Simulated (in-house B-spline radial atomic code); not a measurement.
The numbers below are computed, except where a source is named.
N ion on As atom: potential, deflection and energy transfer

The pair potential comes from two frozen, spherical free-atom densities (PBE, B-spline radial code, scalar-relativistic past argon): electrostatics plus the change in Thomas-Fermi kinetic and Dirac exchange energy where they overlap, the recipe behind the universal ZBL potential, which averages such potentials (from solid-state densities) over many pairs. It is written V = (Z1 Z2 e²/r) φ(r/a), with e² = 14.3996 eV·Å and a = 0.46850 Å/(Z1^0.23 + Z2^0.23); ZBL's fit is φ = 0.18175 e^(−3.1998x) + 0.50986 e^(−0.94229x) + 0.28022 e^(−0.4029x) + 0.02817 e^(−0.20162x). Where φ falls below 4e-4 it is continued as an exponential.

Masses 14.01 and 74.92 u.

| x = r/a | φ, this pair | φ, ZBL |
| --- | --- | --- |
| 0.1 | 0.8911 | 0.8928 |
| 0.25 | 0.7715 | 0.7647 |
| 0.5 | 0.6226 | 0.6096 |
| 1 | 0.431 | 0.4164 |
| 1.5 | 0.3119 | 0.2995 |
| 2 | 0.2319 | 0.2218 |
| 3 | 0.1358 | 0.1292 |
| 4 | 0.08449 | 0.08026 |
| 5 | 0.05635 | 0.05224 |
| 6.5 | 0.03282 | 0.02914 |
| 8 | 0.01919 | 0.01705 |
| 10 | 0.009369 | 0.008778 |
| 12 | 0.004761 | 0.00474 |
| 14.5 | 0.002178 | 0.002328 |
| 17 | 0.00102 | 0.001212 |

Task: At x = 4 the electrostatic, kinetic and exchange parts are 80.15, 543.97 and -54.34 eV. Find r, V and φ.

Result: a = 0.46850/(1.5645 + 2.2349) = 0.12331 Å, so r = 0.49324 Å. V = 80.15 + 543.97 + (-54.34) = 569.78 eV. The bare repulsion is 7 × 33 × 14.3996/0.49324 = 6743.8 eV, so φ = 0.0845, +5.3 % against ZBL's 0.0803. The kinetic (Pauli) term is 95 % of V here.

Task: The ion comes in at 3.202 keV with impact parameter 0.6165 Å. The scattering integral gives a centre-of-mass angle of 11.33° and a closest approach of 5.262 a. What are the reduced energy, the energy passed on and the laboratory angles?

Result: ε = E a M2/(Z1 Z2 e² (M1 + M2)) = 3202 × 3.1231e-05 = 0.1. The most that one collision can pass on is γE with γ = 4 M1 M2/(M1 + M2)² = 0.5309. Here T = γE sin²(θ/2) = 0.5309 × 3202 × 0.009748 = 16.57 eV. The ion turns by arctan(sin θ/(cos θ + M1/M2)) = 9.6°, and the struck atom leaves at (180° − θ)/2 = 84.3°. The closest approach is 0.649 Å. With ZBL the angle would be 10.78° and T = 15.01 eV.
